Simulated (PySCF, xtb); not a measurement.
C3H9NOSi, SMILES CN1C[SiH](O)C1.

GFN2-xTB in xtb at its own geometry gives an orbital gap of 4.29 eV and a dipole moment of 0.26 D.

Coordinates come from a r2SCAN-D4/def2-SVP optimisation. This is a generated structure with no PubChem entry under its InChIKey; it may be hypothetical. Other conformers were not sampled.

Question: What does PBE/def2-TZVP (PySCF) give? (The exact figures need the calculation; the answer reports its results.)

Answer: gap 4.83 eV (levels -5.02 and -0.19 eV), dipole 1.38 D.
